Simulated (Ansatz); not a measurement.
Mulliken charges of `[NH2][Ge]1([I])[O][AlH]1` from PBE/def2-TZVPP in Ansatz (PBE0-D4/def2-TZVP geometry).

```
atom   x (Å)   y (Å)   z (Å)  charge (e)
  N1  -0.561   0.950   1.390      -0.369
 Ge2   0.439   0.284   0.023       0.487
  I3   2.755   0.036   1.038      -0.280
  O4  -0.247  -1.370  -0.560      -0.388
 Al5  -0.168  -0.586  -2.066       0.305
  H6  -0.142   0.857   2.304       0.149
  H7  -1.517   0.619   1.404       0.143
  H8  -0.468  -0.847  -3.588      -0.047
```

Q: By hand: the dipole of these point charges (1 e Å = 4.8032 D).

A: Σ q r = (-0.522, 0.387, -0.492) e Å, of length 0.815 e Å = 3.91 D.

Q: How does the dipole of the full density compare? (Estimate.)

A: Computed: (-0.401, 0.065, -0.382) e Å, 2.68 D; the point charges give 1.46 times that, at 22° from its direction.

Point charges leave out the atoms' own dipoles, such as those of lone pairs, and Mulliken's split depends on the basis, so the two needn't agree.
